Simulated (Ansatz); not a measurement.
`C[Si](N)(N)S`: the same geometry under several functionals.

```yaml
crystal:
  periodic: [false, false, false]
  atoms:
    - {symbol: C, position_ang: [-1.414807, 0.276653, 0.614474]}
    - {symbol: Si, position_ang: [0.243586, -0.012008, -0.189308]}
    - {symbol: N, position_ang: [1.342252, -0.329802, 1.085640]}
    - {symbol: N, position_ang: [0.423182, -1.318793, -1.272092]}
    - {symbol: S, position_ang: [0.647656, 1.665496, -1.488511]}
    - {symbol: H, position_ang: [-1.399098, 1.151907, 1.270269]}
    - {symbol: H, position_ang: [-1.699032, -0.591230, 1.215483]}
    - {symbol: H, position_ang: [-2.185307, 0.438499, -0.141933]}
    - {symbol: H, position_ang: [2.320389, -0.451974, 0.874571]}
    - {symbol: H, position_ang: [1.222561, 0.136013, 1.970667]}
    - {symbol: H, position_ang: [0.085110, -1.276138, -2.217799]}
    - {symbol: H, position_ang: [0.516141, -2.260835, -0.931292]}
    - {symbol: H, position_ang: [-0.082333, 2.537611, -0.775367]}
basis:
  gaussian: {orbitals: def2-TZVPP}
hamiltonian: {xc: {name: PBE-QIDH}}
```

```sh
$ ansatz run in.yaml --threads 4 --pin off --events-out ev --progress --plain
```

Shortened log:

```
Functional definition: PBE-QIDH
1654 factors; integrals over basis functions are off by at most 1.3e-3 eV
mean field evaluation 1: about -22832.3547 eV, gradient 6.2e1 eV
mean field evaluation 2: about -22832.5402 eV, gradient 6.2e1 eV
mean field evaluation 4: about -22839.9131 eV, gradient 4.2e0 eV
mean field evaluation 8: about -22839.9686 eV, gradient 1.9e-1 eV
mean field evaluation 16: about -22839.9688 eV, gradient 8.8e-5 eV
mean field -22839.96879237 eV, -839.3533716328 hartree, gradient 3.2e-6 eV, S^2 0.000000; 0 other end points of the search recorded, 0 dependent functions left out
13 core orbitals not correlated: weight in the atoms' cores, before any rotation towards them, 1.000 or more for the frozen orbitals, at most 0.000 for the correlated occupied ones
reference -22839.96880565 eV, -839.3533721208 hartree; 16, 16 occupied and 260, 260 virtual orbitals, 1654 factors
second order -27.86109835 eV of doubles, -0.00000000 eV of singles
Total energy: -22849.25583843 eV, -839.6946642806 hartree
```

It took 8 s on 4 threads of a server CPU on a shared host, with 0.83 GiB of host memory at the peak.

The same input with `hamiltonian: {xc: {name: r2SCAN0}, dispersion: d4}` (abridged; 7.5 s):

```
Functional definition: r2SCAN0
mean field evaluation 16: about -22861.8396 eV, gradient 8.7e-5 eV
mean field -22861.83955464 eV, -840.1571073216 hartree, gradient 4.2e-5 eV, S^2 0.000000
Total energy: -22861.93564948 eV, -840.1606387417 hartree
```

The same input with `hamiltonian: {xc: pbe, dispersion: d4}` and forces (abridged; 3.4 s):

```
Functional definition: PBE
mean field evaluation 16: about -22852.1123 eV, gradient 1.2e-3 eV
mean field -22852.11230425 eV, -839.7996374632 hartree, gradient 4.3e-5 eV, S^2 0.000000
Total energy: -22852.43822270 eV, -839.8116147452 hartree
Atom 0 force     0.008069    -0.007716     0.017904 eV/Å
Atom 1 force    -0.149398     0.187401     0.004498 eV/Å
Atom 2 force    -0.058354    -0.216040     0.046857 eV/Å
Atom 3 force     0.136592     0.023253    -0.030086 eV/Å
Atom 4 force     0.194217     0.024106    -0.311161 eV/Å
Atom 5 force    -0.009698     0.164517     0.125265 eV/Å
Atom 6 force    -0.065551    -0.158597     0.116709 eV/Å
Atom 7 force    -0.141813     0.029569    -0.135579 eV/Å
Atom 8 force     0.335827    -0.033060    -0.054236 eV/Å
Atom 9 force    -0.027393     0.154958     0.303029 eV/Å
Atom 10 force    -0.112133     0.003153    -0.320350 eV/Å
Atom 11 force     0.029352    -0.326080     0.099606 eV/Å
Atom 12 force    -0.139717     0.154537     0.137544 eV/Å
Dipole moment:    -0.107429    -0.200857     0.287580 e Å
```

With the line `hamiltonian: {xc: r2scan, dispersion: d4}` and forces (abridged; 7 s):

```
Functional definition: r2SCAN
mean field evaluation 16: about -22862.4926 eV, gradient 5.7e-3 eV
mean field -22862.49257023 eV, -840.1811052019 hartree, gradient 6.7e-5 eV, S^2 0.000000
Total energy: -22862.57424729 eV, -840.1841067784 hartree
Atom 0 force     0.004309    -0.009486     0.000374 eV/Å
Atom 1 force    -0.040394     0.012042     0.019687 eV/Å
Atom 2 force    -0.029452    -0.054975     0.011895 eV/Å
Atom 3 force     0.030494     0.014319     0.001792 eV/Å
Atom 4 force     0.014847     0.061272    -0.065217 eV/Å
Atom 5 force    -0.015242    -0.015305    -0.005563 eV/Å
Atom 6 force    -0.010299     0.021084    -0.001799 eV/Å
Atom 7 force     0.003952    -0.000485     0.029097 eV/Å
Atom 8 force     0.029852     0.013250     0.020046 eV/Å
Atom 9 force     0.027027     0.015065     0.022072 eV/Å
Atom 10 force    -0.007318    -0.028491    -0.016868 eV/Å
Atom 11 force    -0.008213    -0.031174    -0.019138 eV/Å
Atom 12 force     0.000438     0.002884     0.003622 eV/Å
Dipole moment:    -0.118008    -0.200143     0.298222 e Å
```

The same input with `hamiltonian: {xc: lda}` (abridged; 1.8 s):

```
Functional definition: SPW92
mean field evaluation 16: about -22761.9666 eV, gradient 9.7e-4 eV
mean field -22761.96655802 eV, -836.4868423922 hartree, gradient 7.4e-5 eV, S^2 0.000000
Total energy: -22761.96659884 eV, -836.4868438922 hartree
```

Changing it to `hamiltonian: {xc: {name: B97M-V}}` (abridged; 13 s):

```
Functional definition: B97M-V
mean field evaluation 16: about -22861.0776 eV, gradient 3.9e-4 eV
mean field -22861.07755423 eV, -840.1291043231 hartree, gradient 2.5e-5 eV, S^2 0.000000
Total energy: -22861.07761810 eV, -840.1291066704 hartree
```
